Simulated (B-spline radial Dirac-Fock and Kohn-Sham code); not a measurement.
Relative intensities of the L2 lines, Sc to Ga

Model: one-electron (LDA, Dirac) transition rates at Dirac-Fock energies. Program: a B-spline atomic structure program. Each entry is the share of the radiative L2 rate in per cent; values in brackets are the Scofield rates tabulated in xraylib.

| Z | element | Lη | Lβ1 | Lγ5 | Lγ1 | radiative width (eV) |
| --- | --- | --- | --- | --- | --- | --- |
| 21 | Sc | 37.0 (45.2) | 58.7 (51.3) | 4.33 | – | 0.000157 |
| 22 | Ti | 22.2 (27.6) | 75.3 (70.3) | 2.50 | – | 0.000332 |
| 23 | V | 15.4 (19.1) | 82.9 (79.5) | 1.66 | – | 0.000598 |
| 24 | Cr | 10.4 (13.0) | 89.1 (86.6) | 0.467 | – | 0.00107 |
| 25 | Mn | 9.16 (11.1) | 89.9 (88.1) | 0.912 | – | 0.00151 |
| 26 | Fe | 7.51 (9.00) | 91.8 (90.4) | 0.719 | – | 0.00222 |
| 27 | Co | 6.32 (7.51) | 93.1 (92.0) | 0.583 | – | 0.00315 |
| 28 | Ni | 5.43 (6.40) | 94.1 (93.2) | 0.483 | – | 0.00434 |
| 29 | Cu | 4.56 (5.38) | 95.3 (94.5) | 0.170 | – | 0.00601 |
| 30 | Zn | 4.20 (4.88) | 95.4 (94.8) | 0.348 | – | 0.00773 |
| 31 | Ga | 3.92 (4.49) | 95.7 (95.1) | 0.370 (0.345) | – | 0.00977 |

Values without a named source are computed, but for edge energies of neutral atoms, which are taken from tables.
